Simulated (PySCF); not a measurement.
**Spinor energies of N²⁺ (nitrogen, charge +2)**

Start: [He] 2s2 2p1; 2p3/2 filled at m_j = +3/2. Calculated with PySCF 2.14 in x2c-SVPall-2c with one added diffuse shell of s type (4s2p1d, 15 functions): generalised Hartree-Fock with the X2C-1e Hamiltonian and a Gaussian nucleus; one run each with spin-orbit coupling (SO) switched off, then screened by Boettger's factors. This is a chosen level, not necessarily the ground level.

```csv
spinor shell,electrons,"ε, spin-free (eV)","ε, screened SO (eV)",weight of nominal j (screened SO),"rms radius, screened SO (bohr)"
1s1/2,2,-466.44,-466.44,1.000,0.264
2s1/2,2,-55.902,-55.903,1.000,1.30
2p3/2,1,-47.992,-47.984,1.000,1.25
```

```tsv
quantity	spin-free	screened SO
E (hartree)	-52.76870	-52.76840
M_J	3/2	3/2
⟨J²⟩	3.754	3.754
⟨L²⟩	2.002	2.002
⟨S²⟩	0.751	0.751
```

Each row is a mean over spinors that exchange with the open shell spreads, by up to 4.553 eV (2s1/2).

Without spin-orbit coupling the j labels of p, d and f shells carry no meaning; the spin-free column gives the mean over the occupied spinors of each nl shell.
